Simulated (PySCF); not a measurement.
## How methods differ on the ionisation energy of C+

C+ [He] 2s2 2p1 (2P) → C(2+) [He] 2s2 (1S), as a difference of total energies. All numbers are calculated (PySCF 2.14, the spin-free X2C one-electron Hamiltonian (Gaussian nucleus), in x2c-SVPall (3s2p1d, 14 functions)). Correlated levels: valence: 1s2 frozen. The calculations carry no spin-orbit coupling.

```tsv
method	ionisation energy (eV)
UHF	24.304
r2SCAN	25.131
B3LYP	25.187
MP2 (valence)	24.351
SCS-MP2 (valence)	24.305
CCSD (valence)	24.129
CCSD(T) (valence)	24.149
```

Errors of the correlated levels include the incompleteness of this basis and the frozen core.

The coupled-cluster amplitudes are large for C(2+) (T1 above 0.03 or a double amplitude above 0.15), so a single reference is strained.

**Question.** Which method comes closest to the reference value, and which is furthest?

**Answer.** The reference is 24.378 eV (measured; NIST levels, between the centres of gravity of the two terms). Closest: MP2 (valence) (error -0.027 eV); furthest: B3LYP (error 0.809 eV).
